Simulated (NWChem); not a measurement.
SiHCl3; SMILES Cl[SiH](Cl)Cl

All runs: NWChem. Pople sets run with spherical d functions. Each level has its own optimisation. Computed dipoles belong to the equilibrium geometry; the measured one is vibrationally averaged.

Measured dipole moment: 0.86 D (NIST CCCBDB, as tabulated in the package chemicals).

| level | dipole moment (D) | computed − measured |
|---|---|---|
| Hartree-Fock/STO-3G | 2.45 | +1.59 |
| Hartree-Fock/3-21G | 2.53 | +1.67 |
| Hartree-Fock/6-31G* | 1.36 | +0.50 |
| B3LYP/6-31G* | 1.14 | +0.28 |
| LDA (Slater exchange, VWN5)/def2-SVP | 0.81 | -0.05 |
| PBE/def2-SVP | 0.87 | +0.01 |
| BLYP/def2-SVP | 0.85 | -0.01 |
| PBE0/def2-SVP | 0.97 | +0.11 |
